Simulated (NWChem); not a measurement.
System: C₆H₅F; SMILES Fc1ccccc1

```xyz
12

F      0.0000     0.0000    -2.2701
C      0.0000     0.0000    -0.9374
C      0.0000     1.2147    -0.2615
C      0.0000     1.2064     1.1324
C      0.0000     0.0000     1.8327
C      0.0000    -1.2064     1.1324
C      0.0000    -1.2147    -0.2615
H      0.0000     2.1446    -0.8331
H      0.0000     2.1549     1.6748
H      0.0000     0.0000     2.9247
H      0.0000    -2.1549     1.6748
H      0.0000    -2.1446    -0.8331
```
Atoms are numbered in this order, from 1.

All runs: NWChem. Pople sets run with spherical d functions. Structure relaxed at the PBE0/def2-SVP level.

**Question.** Taking B3LYP/def2-TZVP as the yardstick, which of these has the fewest basis functions while keeping “dipole (D)” within 0.2 D of it: B3LYP/3-21G; B3LYP/def2-SVP; B3LYP/6-31G*; B3LYP/STO-3G; B3LYP/def2-SVPD?

**Answer.** B3LYP/3-21G.
```tsv
level	basis functions	dipole (D)
B3LYP/STO-3G	40	0.28
B3LYP/3-21G	73	1.27
B3LYP/6-31G*	108	1.24
B3LYP/def2-SVP	123	1.32
B3LYP/def2-SVPD	183	1.49
B3LYP/def2-TZVP	247	1.41
```

The yardstick is one finite set, not the basis-set limit.
